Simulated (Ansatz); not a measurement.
The cluster Ge4O9H2, relaxed as a singlet with RKS PBE-D4/def2-SVP in Ansatz, starting from the GFN1-xTB geometry. Force threshold 0.03 eV/Å.

The structure holds one bond between oxygen atoms, so isomers without such links may lie far lower. Another isomer (singlet) lies 4.44 eV lower at PBE0-D4/def2-TZVP; other spin states weren't run for this one.

Start:

| atom | x (Å) | y (Å) | z (Å) |
| --- | --- | --- | --- |
| Ge1 | 1.0184 | -1.8007 | -0.4083 |
| Ge2 | 0.6492 | 1.4671 | 0.6104 |
| Ge3 | -2.4697 | 1.2938 | 0.3654 |
| Ge4 | 0.1419 | 0.6781 | -2.4248 |
| O5 | -2.2647 | -0.3923 | 0.9766 |
| O6 | 0.4346 | -1.1008 | -1.8296 |
| O7 | 1.1065 | 1.7202 | -0.9602 |
| O8 | 0.6172 | -3.1508 | 0.3681 |
| O9 | 1.4402 | 0.3814 | 1.7368 |
| O10 | 2.4208 | -0.7417 | 0.0283 |
| O11 | 2.5520 | -0.3672 | 1.3460 |
| O12 | -0.7788 | 1.9811 | 1.2677 |
| O13 | -1.5811 | 0.7283 | -1.4629 |
| H14 | -1.6866 | -0.2068 | -1.2733 |
| H15 | -1.6001 | -0.4897 | 1.6599 |

(1) Estimate the energy that the relaxation releases and the steps that it takes.

(2) Does the start keep its bonding and symmetry?

(3) Predict the relaxed structure.

Answers

(1) 209.3 kJ/mol, in 33 steps; 4.4 min on 4 threads of Intel Xeon on a shared host. No frequencies were taken in this run, so the end may be a saddle point.

(2) Bonds lost: Ge3–O5, Ge4–O13 (atoms count from 1). Bonds formed: Ge1–O5, Ge2–O5 (atoms count from 1).

(3) 
```tsv
atom	x (Å)	y (Å)	z (Å)
Ge1	0.863	-1.933	-0.238
Ge2	0.271	1.076	0.698
Ge3	-2.615	2.096	-0.016
Ge4	0.224	0.484	-2.429
O5	-0.428	-0.683	0.767
O6	0.532	-1.221	-1.840
O7	0.781	1.440	-0.926
O8	0.664	-3.481	0.305
O9	1.556	0.971	1.936
O10	2.327	-0.828	0.463
O11	2.095	-0.520	1.777
O12	-1.166	2.063	1.074
O13	-1.988	0.903	-1.322
H14	-2.695	0.641	-1.946
H15	-0.421	-1.007	1.695
```
Bond lengths: 12 × Ge–O 1.65 to 2.06 Å; 1 × O–O 1.37 Å; 2 × H–O 0.98 Å.
